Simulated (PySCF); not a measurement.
# Converging BBr in the basis (CCSD(T))

PySCF, RHF reference; singlet, unpaired electrons none; De to B + Br without counterpoise correction. Frozen cores follow the default of each basis and core potential.

| basis | relativity | functions | Re (Å) | ωe (cm⁻¹) | De (eV) | frozen orbitals |
| --- | --- | --- | --- | --- | --- | --- |
| cc-pVDZ/cc-pVDZ-PP | scalar-relativistic core potentials | 37 | 1.913 | 694 | 4.24 | 5 |
| jorge-DZP-DKH | spin-free X2C | 58 | 1.863 | 728 | 4.15 | 10 |
| def2-TZVPP | no relativity | 79 | 1.897 | 691 | 4.46 | 10 |
| def2-TZVPPD | no relativity | 94 | 1.898 | 690 | 4.46 | 10 |

Question: How does each smaller set differ from the one with most functions, def2-TZVPPD?

Answer: cc-pVDZ/cc-pVDZ-PP: +1.5 pm, +0.6 % in ωe, -0.22 eV in De; jorge-DZP-DKH: -3.5 pm, +5.5 % in ωe, -0.31 eV in De; def2-TZVPP: -0.1 pm, +0.1 % in ωe, +0.00 eV in De. All at CCSD(T); the set with most functions is neither the basis-set limit nor always the best. The rows treat relativity differently, so the differences are not basis effects alone.

Correlated steps freeze the inner cores (5 to 10 orbitals); shallow outer-core shells are correlated. Correlated levels converge slowly with the basis: in double zeta they bind strong bonds too weakly, by up to about 1 eV, and carry superposition errors of some tenths. Where the molecule has an RHF reference, its open-shell atoms are computed with UHF.
